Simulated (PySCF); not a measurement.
**Question.** What does the PBE0-D3(BJ)/def2-SVP structure of `[C-]#[N+]C=C=C=Cn1cccc1` look like in three dimensions?

**Answer.** 
```
atom  x, y, z in Å
C1     5.273   -1.077   -0.686
N2     4.324   -0.387   -0.570
C3     3.244    0.438   -0.436
C4     1.993   -0.009   -0.339
C5     0.798   -0.405   -0.244
C6    -0.447   -0.866   -0.148
N7    -1.579   -0.090   -0.011
C8    -1.632    1.288    0.052
C9    -2.945    1.653    0.188
C10   -3.728    0.455    0.209
C11   -2.863   -0.598    0.086
H12    3.462    1.512   -0.412
H13   -0.634   -1.945   -0.176
H14   -0.720    1.877   -0.007
H15   -3.315    2.673    0.264
H16   -4.809    0.384    0.305
H17   -3.035   -1.672    0.056
```

Orientation and origin are arbitrary. Atoms count from 1 in this order. The 5 C–N bonds span 1.179 Å (C1≡N2, drawn triple) to 1.384 Å (N7–C11, aromatic), a spread of 0.205 Å. N7 (pyrrole-type nitrogen) is planar (angles 126.7°, 124.2° and 109.1°, sum 360.0°, 0.00 Å off the plane of its three neighbours). Of the pairs four or more bonds apart, C5···H14 is among the closest relative to their van der Waals radii: 2.75 Å, 95 % of the sum of Bondi's values. The 6 C–C bonds span 1.263 Å (C4=C5, drawn double) to 1.431 Å (C9–C10, aromatic), a spread of 0.168 Å.

Bonds between heavy atoms (Å): C1≡N2 1.179, N2–C3 1.366, C3=C4 1.332, C4=C5 1.263, C5=C6 1.331, C6–N7 1.379, N7–C8 1.381, C8–C9 1.370, C9–C10 1.431, C10–C11 1.368, N7–C11 1.384.

Computed with PBE0-D3(BJ)/def2-SVP geometry optimisation, gas phase (PySCF).

Point group: Cs (tolerance 0.08 Å). No PBE0-D3(BJ)/def2-SVP frequencies stand behind this structure, so it isn't proved a minimum. One conformer, not necessarily the lowest (C5–C6–N7–C8 0°).
